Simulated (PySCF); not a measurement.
**Correlation energy of P (phosphorus, neutral)**

[Ne] 3s1 3p4, high-spin 4P determinant (an excited configuration). All numbers are calculated (PySCF 2.14, scalar relativity by spin-free X2C-1e, in aug-cc-pCVQZ-DK (10s9p7d5f3g, 134 functions)). Frozen: 1s2; 13 electrons correlated.

MP2 pair energies summed by pair of shells (mhartree):

```csv
pair,energy,share (%)
2p-2p,-200.43,49.6
3p-3p,-73.28,18.1
2s-2p,-67.66,16.7
2p-3p,-27.09,6.7
3s-3p,-12.01,3.0
2s-2s,-10.74,2.7
2p-3s,-7.47,1.8
2s-3p,-4.43,1.1
2s-3s,-1.31,0.3
```

Total MP2 correlation energy: -404.42 mhartree.

Same-spin part -107.99 and opposite-spin part -296.43 mhartree; SCS-MP2 scales them by 1/3 and 6/5 to -391.71 mhartree.
